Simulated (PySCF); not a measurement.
Simulation results for ClH4OSi2

All values are calculated (PySCF 2.14.0). Calculation on a computer-drawn molecule: optimised geometry and harmonic frequencies of an isolated molecule of the commonest isotopes, restricted reference for singlets and unrestricted otherwise, frozen core in MP2.

ClH4OSi2

Start structure:
```xyz
8
ClH4OSi2
O      0.1430    -0.3328    -2.3005
Si     0.4990    -0.7220    -0.7935
Si    -1.4177    -0.8174     0.5575
Cl     1.5924    -2.4346    -0.7317
H     -0.1852    -1.0229    -2.9441
H      1.4677     0.3512    -0.4645
H     -1.2828    -1.2349     1.9429
H     -2.6472    -1.2925    -0.0368
```

| Quantity | Value |
| --- | --- |
| charge | 0 |
| multiplicity | 2 |
| method | HF |
| basis | cc-pV(D+d)Z |
| rotational constants | 4.249, 2.203, 1.592 GHz |
| total energy | -1114.6342 hartree |
| spin squared | 0.7578 |
| convergence status largest gradient component | 1.64e-05 hartree/bohr |

Drawn bonds:
```tsv
atom	other atom	order
1	2	1
2	3	1
2	4	1
1	5	1
2	6	1
3	7	1
3	8	1
```

Optimised structure:
```xyz
8
ClH4OSi2
O      0.1925    -0.3280    -2.3682
Si     0.5147    -0.6790    -0.7991
Si    -1.4425    -0.7101     0.5000
Cl     1.4574    -2.5343    -0.6827
H     -0.3296    -0.9179    -2.8918
H      1.4823     0.3238    -0.3407
H     -1.2049    -1.0994     1.9095
H     -2.5006    -1.5610    -0.0977
```

Modes:
```tsv
frequency (cm⁻¹)	reduced mass (dalton)
95.7	1.101
135.1	6.042
191.4	1.712
228	2.334
299	3.162
430.9	6.449
541.8	3.726
569	1.438
595.2	1.329
824.1	1.295
851.7	1.09
915.9	1.684
942.3	1.981
997	1.087
2294	1.032
2312	1.051
2377	1.042
4169	1.067
```
